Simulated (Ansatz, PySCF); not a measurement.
# ReO2F2 in two programs

ReO2F2 (doublet), relaxed with PySCF 2.14.0, UKS PBE, Re def2-SVP with ECP60, O def2-SVP, F def2-SVP; non-relativistic Hamiltonian with scalar-relativistic core potentials where named; density fitting; no spin-orbit coupling:

```xyz
5

Re    0.0730    0.0730    0.0000
O     1.4734    0.0127    0.9710
O     0.0127    1.4734   -0.9710
F    -1.5326   -0.2880    0.9215
F    -0.2880   -1.5326   -0.9215
```

There the HOMO–LUMO gap over both spins is 1.16 eV. 

The same geometry by Ansatz 0.2.0 (PBE, PAW, a periodic box with 9 Å of vacuum; gaps over both spins; site moments in spheres, but by Gaussian weights under spin-orbit coupling, so that the two can't be compared; unpaired electrons at the start: 1, along z under spin-orbit coupling; the open shells may stand above their lowest state):

```
spin-orbit coupling  gap (eV)  spin moment on Re1 (μB)  largest force component (eV/Å)
            without      1.16                     0.29                            0.45
```

Problem. What does the run with spin-orbit coupling give?

Solution. gap (eV): 1.10, spin moment on Re1 (μB): 0.53, largest force component (eV/Å): 0.44. It took 2.2 min on 2 threads of Intel(R) Xeon(R) CPU @ 2.60GHz (Ice Lake), with other jobs on the host, peak memory 2.4 GiB.

The spin-orbit runs use fully relativistic datasets of their own, so changes of a few hundredths of an eV needn't come from the coupling.
